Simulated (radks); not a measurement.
Task: Valence configurations of neutral iron (all share [Ar]). Calculated with a radial shooting solver on a logarithmic mesh with Libxc functionals: scalar-relativistic Kohn-Sham, r2SCAN, spin-polarised, spherical densities, finite nucleus; open shells are filled with parallel spins first; meta-GGA in the generalised Kohn-Sham scheme; Fermi nuclear charge, rms radius 3.7377 fm. Order these by energy: 3d6 4s0.5 4p1.5; 3d5 4s2 4p1; 3d6 4s1 4p1; 3d7 4p1; 3d8; 3d7 4s1; 3d6 4s2; 3d6 4p2; 3d6 4s1.5 4p0.5; 3d6.5 4s1.5.

Result: From the lowest, in eV above it: 3d6 4s2 0.000; 3d6.5 4s1.5 0.433; 3d7 4s1 1.023; 3d6 4s1.5 4p0.5 1.613; 3d6 4s1 4p1 2.543; 3d8 4.349; 3d5 4s2 4p1 4.705; 3d7 4p1 4.915; 3d6 4s0.5 4p1.5 4.923; 3d6 4p2 7.291. NIST lists [Ar] 3d6 4s2 as the ground configuration; this level of theory agrees among the configurations tried. The energies are those of spherical high-spin densities, not of single terms.
